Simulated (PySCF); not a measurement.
## Zr²⁵⁺: ionisation energy

Zr²⁵⁺ [Ne] 3s2 3p3 (4S) → Zr²⁶⁺ [Ne] 3s2 3p2 (3P), as a difference of total energies. All numbers are calculated (PySCF 2.14, no relativity, point nucleus, in an uncontracted even-tempered set (16 s from 3.1 bohr⁻², ratio 2.5; 11 p from 4.1 bohr⁻², ratio 2.5; 5 d from 18 bohr⁻², ratio 2.7; 4 f from 27 bohr⁻², ratio 2.7)). Correlated levels: outer shells: 1s2 frozen; virtual orbitals above 40 to 60 times the deepest correlated orbital energy dropped. The calculations carry no spin-orbit coupling.

```json
{"method": "UHF", "ionisation energy (eV)": "1267.5"}
{"method": "MP2 (outer shells)", "ionisation energy (eV)": "1267.9"}
{"method": "SCS-MP2 (outer shells)", "ionisation energy (eV)": "1267.6"}
{"method": "CCSD (outer shells)", "ionisation energy (eV)": "1267.6"}
{"method": "CCSD(T) (outer shells)", "ionisation energy (eV)": "1267.6"}
```

Spin-orbit coupling is strong in these open shells (close to jj coupling). The scalar numbers leave it out and a first-order estimate fails, so it can dominate the gap to the real levels.

All relativistic terms are absent from these numbers, so their closeness to the reference says little about the methods.

For comparison: 1277 ± 5 eV (semi-empirical (NIST evaluation); NIST Atomic Spectra Database, ionization energies).
